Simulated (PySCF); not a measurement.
Isomers of C6H7F3N2, mass 164.056 u with the commonest isotopes. Method used: PBE0/pcSseg-1 in PySCF (dipole) on a GFN2-xTB geometry, gas phase. One conformer each, none proved a minimum here; rigid rotors.

Question: Order these by out-of-plane moment Σ m c² = (Ia + Ib − Ic)/2, largest first.
A. `[CH3:1][c:2]1[cH:3][n:4][n:5]([CH2:6][C:7]([F:8])([F:9])[F:10])[cH:11]1` with N4–N5–C6–C7 -107°
B. `[CH3:1][c:2]1[cH:3][cH:4][n:5]([CH2:6][C:7]([F:8])([F:9])[F:10])[n:11]1` with C4–N5–C6–C7 71°
C. `[CH3:1][c:2]1[cH:3][cH:4][n:5][n:6]1[CH2:7][C:8]([F:9])([F:10])[F:11]` with N5–N6–C7–C8 -90°

Answer: B (63.08 u·Å²), A (60.95 u·Å²), C (60.28 u·Å²).

Question: Order these by rotational constant A, largest first.
A. `[CH3:1][c:2]1[cH:3][cH:4][n:5][n:6]1[CH2:7][C:8]([F:9])([F:10])[F:11]` with N5–N6–C7–C8 -90°
B. `[CH3:1][c:2]1[cH:3][cH:4][n:5]([CH2:6][C:7]([F:8])([F:9])[F:10])[n:11]1` with C4–N5–C6–C7 71°
C. `[CH3:1][c:2]1[cH:3][n:4][n:5]([CH2:6][C:7]([F:8])([F:9])[F:10])[cH:11]1` with N4–N5–C6–C7 -107°

Answer: B (2750 MHz), C (2626 MHz), A (2062 MHz).

Question: Order these by dipole moment, largest first.
A. `[CH3:1][c:2]1[cH:3][cH:4][n:5][n:6]1[CH2:7][C:8]([F:9])([F:10])[F:11]` with N5–N6–C7–C8 -90°
B. `[CH3:1][c:2]1[cH:3][n:4][n:5]([CH2:6][C:7]([F:8])([F:9])[F:10])[cH:11]1` with N4–N5–C6–C7 -107°
C. `[CH3:1][c:2]1[cH:3][cH:4][n:5]([CH2:6][C:7]([F:8])([F:9])[F:10])[n:11]1` with C4–N5–C6–C7 71°

Answer: A (3.02 D), B (2.33 D), C (2.10 D).

```
             SMILES  point group  Ia (u·Å²)  Ib (u·Å²)  Ic (u·Å²)      κ  μa (D)  μb (D)  μc (D)
Cc1cnn(CC(F)(F)F)c1           C1     192.44     802.30     872.83  -0.95    1.11    1.07    1.75
  Cc1ccnn1CC(F)(F)F           C1     245.10     618.69     743.24  -0.80    1.10    2.46    1.35
Cc1ccn(CC(F)(F)F)n1           C1     183.80     812.85     870.50  -0.96    0.73    1.50    1.28
```
